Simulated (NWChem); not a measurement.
Species: CH$_{5}$InS; SMILES C[S][InH2]

Program: NWChem. Geometry: optimised at PBE0/def2-SVP. No frequency run checked for a minimum. def2 effective core potentials on In; no spin-orbit coupling. Gas phase, vertical. One conformer.

B3LYP/def2-SVPD, TDA puts singlet state 1 at 4.27 eV with oscillator strength 0.059.

**Question.** Give the wavelength, the transition dipole and the radiative lifetime of that state in vacuum.

**Answer.** 
1. λ = 1239.84/4.27 = 290 nm, or 34440 cm⁻¹.
2. f = (2/3) ΔE μ² in atomic units, so μ = √(1.5 f/ΔE) = 0.75 a.u. = 1.91 D.
3. τ = 1.499 s cm⁻² / (f ν²) = 21 ns, for a non-degenerate state that emits at the vertical energy.
